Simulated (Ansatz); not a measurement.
Job for Ansatz (a program for electronic structure): R-r2SCAN/def2-TZVPP on F3NbO (SMILES [O]=[Nb]([F])([F])[F]). Elements past Kr take the def2 small-core potentials; no spin–orbit coupling.

Ansatz 0.2 input:
```yaml
crystal:
  periodic: [false, false, false]
  atoms:
    - {symbol: Nb, position_ang: [0.00350427, 0.00354318, 0.00352229]}
    - {symbol: O, position_ang: [0.98720146, 0.96947024, 0.98676226]}
    - {symbol: F, position_ang: [1.11707178, -1.06044405, -1.05494018]}
    - {symbol: F, position_ang: [-1.04205035, 1.13635221, -1.05296787]}
    - {symbol: F, position_ang: [-1.06572716, -1.04892158, 1.11772351]}
basis:
  gaussian:
    orbitals: def2-TZVPP
hamiltonian:
  xc: {name: r2SCAN}
scf: {lower_state_search: off}
```

Problem. Give the final energy of this run.

Solution. -432.0789 hartree.
